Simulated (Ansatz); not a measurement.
Geometry optimisation, RHF/def2-SVP (Ansatz 0.2.0).

The input (input.yaml):

```yaml
crystal:
  periodic: [false, false, false]
  atoms:
    - { symbol: Ge, position_ang: [0.0, 0.0, 0.0] }
    - { symbol: F, position_ang: [0.0, 0.0, 2.03] }
    - { symbol: H, position_ang: [1.4616, 0.0, -0.5162] }
    - { symbol: O, position_ang: [-0.8337, 1.4443, -0.5894] }
    - { symbol: H, position_ang: [-1.7915, 1.2136, -0.8118] }
    - { symbol: F, position_ang: [-0.7913, -1.3709, -0.5594] }
    - { symbol: S, position_ang: [0.9559, 2.2231, 0.8041] }
    - { symbol: H, position_ang: [2.0524, 1.9848, 1.6413] }
    - { symbol: H, position_ang: [0.4729, 1.0998, 1.926] }
basis:
  gaussian: { orbitals: def2-SVP }
hamiltonian:
  xc: hf
relax:
  f_tol: 0.15
  max_steps: 25
  restrain:
    - { distance: [0, 6], at: 2.25, k: 30.0 }
    - { distance: [8, 1], at: 0.92, k: 30.0 }
    - { distance: [0, 1], at: 2.88, k: 30.0 }
    - { distance: [8, 6], at: 2.6, k: 30.0 }
output:
  orbitals: {}
```

Launched with:

```bash
$ ansatz run input.yaml --threads 2 --pin off --max-ram 3072MiB --backend cpu --events-out ev --progress --plain --runs-dir out
```

**Question.** Where does it end, and by what steps?

**Answer.** It converged. The restraints hold the end off the free minimum; the threshold counts their pulls, which the force column leaves out. Restrained pairs: Ge1–S7 (2.55 → 2.24 Å), F2–H9 (1.20 → 0.91 Å), Ge1–F2 (2.03 → 2.89 Å), S7–H9 (1.66 → 2.61 Å). After 13 steps the energy has fallen by 3.506 eV (the restraints' own energy left out); F6 moved furthest, 1.73 Å.

| step | energy less start (eV) | largest force component (eV/Å) | accepted |
| --- | --- | --- | --- |
| 0 | 0.0000 | 4.810 | yes |
| 1 | -0.0323 | 3.403 | yes |
| 2 | -0.3197 | 3.154 | yes |
| 3 | -1.0475 | 2.435 | yes |
| 4 | -1.9439 | 1.497 | yes |
| 5 | -2.4459 | 1.509 | yes |
| 6 | -2.8002 | 1.066 | yes |
| 7 | -3.0774 | 0.857 | yes |
| 8 | -3.1818 | 0.812 | yes |
| 9 | -3.2527 | 1.308 | yes |
| 10 | -3.3375 | 1.354 | yes |
| 11 | -3.4223 | 0.919 | yes |
| 12 | -3.4867 | 0.478 | yes |
| 13 | -3.5059 | 0.358 | yes |

```xyz
9
Properties=species:S:1:pos:R:3
Ge 0.053 0.660 -0.194
F 1.011 -0.383 2.322
H 1.159 -0.307 -0.560
O -0.769 1.308 -1.585
H -1.634 0.969 -1.770
F -1.204 -0.187 0.627
S 0.647 2.389 1.098
H 1.845 1.888 1.404
H 0.419 0.259 2.582
```

Time of the run: 30 s on 2 threads of Arm Neoverse V1, on a shared host, peak memory 0.26 GiB.
